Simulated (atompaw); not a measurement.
u(r) = r·R(r): atom against pseudo-atom (Ir (Z = 77))

Columns: radius, all-electron u(r) and pseudo u(r) of the 5s shell (level -98.04 eV) of iridium in the configuration [Kr] 4d10 4f14 5s2 5p6 5d7 6s2 6p0; PBEsol, scalar-relativistic, PAW (atompaw) scheme, atompaw 4.2.0.5.

| r (bohr) | all-electron | pseudo |
| --- | --- | --- |
| 0.083 | 0.0066 | 0.1560 |
| 0.165 | 0.3928 | 0.3060 |
| 0.248 | -0.3004 | 0.4494 |
| 0.331 | -0.6668 | 0.5808 |
| 0.413 | -0.4781 | 0.6954 |
| 0.496 | -0.0172 | 0.7933 |
| 0.579 | 0.4618 | 0.8710 |
| 0.662 | 0.8362 | 0.9269 |
| 0.744 | 1.0724 | 0.9604 |
| 0.827 | 1.1889 | 0.9725 |
| 0.910 | 1.2100 | 0.9636 |
| 0.992 | 1.1660 | 0.9360 |
| 1.075 | 1.0811 | 0.8914 |
| 1.158 | 0.9749 | 0.8330 |
| 1.240 | 0.8621 | 0.7649 |
| 1.323 | 0.7491 | 0.6889 |
| 1.406 | 0.6426 | 0.6095 |
| 1.488 | 0.5469 | 0.5311 |
| 1.571 | 0.4608 | 0.4548 |
| 1.654 | 0.3856 | 0.3840 |
| 1.737 | 0.3209 | 0.3207 |
| 1.819 | 0.2665 | 0.2665 |
| 1.902 | 0.2199 | 0.2199 |
| 1.985 | 0.1809 | 0.1809 |
| 2.067 | 0.1488 | 0.1488 |
| 2.150 | 0.1218 | 0.1218 |

How many radial nodes do the two functions have?

The all-electron 5s function has n − l − 1 = 4 (the table is too coarse to show those close to the nucleus); the pseudo-wave has 0, since the states of the same l below it are removed with the core.

At about which radius was the pseudo-wave matched?

1.85 bohr. The columns agree to 0.0005 from 1.74 bohr on; several derivatives are matched, so the curves merge somewhat inside the radius.

Where does each function peak?

Outermost all-electron maximum near 0.91 bohr, pseudo maximum near 0.83 bohr (to the table’s step).

Is the pseudo-wave norm-conserving?

No, it belongs to a PAW set: the norm inside the radius is not constrained, and the difference is carried by the augmentation charge.
